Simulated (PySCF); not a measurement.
**Electron correlation in N⁺ (nitrogen, charge +1)**

[He] 2s2 2p2, high-spin 3P determinant. Calculation: PySCF 2.14, in x2c-QZVPPall (7s4p3d2f1g, 57 functions); scalar relativity by spin-free X2C-1e. Frozen: 1s2; 4 electrons correlated.

MP2 pair energies summed by pair of shells (mhartree):

```tsv
pair	energy	share (%)
2s-2p	-47.50	61.6
2s-2s	-21.72	28.2
2p-2p	-7.90	10.2
```

Total MP2 correlation energy: -77.12 mhartree.

Same-spin part -13.82 and opposite-spin part -63.30 mhartree; SCS-MP2 scales them by 1/3 and 6/5 to -80.57 mhartree.
